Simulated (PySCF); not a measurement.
FMg, multiplicity 2. Atoms are numbered in the order given.

```xyz
2

Mg     0.0000     0.0000    -0.7569
F      0.0000     0.0000     1.0092
```
Charge 0, spin multiplicity 2.

Geometry optimised at PBE0-D3(BJ)/def2-TZVPD. The multiplicity is an assumed one; other spin states were not compared.

Calculation: PBE0/def2-TZVPD (PySCF).

Gas-phase values at a fixed geometry.

Computed frontier levels, dipole moment and polarisability:
```yaml
"α spin, highest occupied and lowest empty level": -5.77 and -1.04 eV
"β spin, highest occupied and lowest empty level": -9.53 and -2.64 eV
dipole_moment: 3.26 D
mean_static_polarisability: 51.9 bohr³ (7.69 Å³)
polarisability_principal_values: 41.6, 57.1, 57.1 bohr³
"⟨S²⟩": 0.750 (pure state 0.75)
```
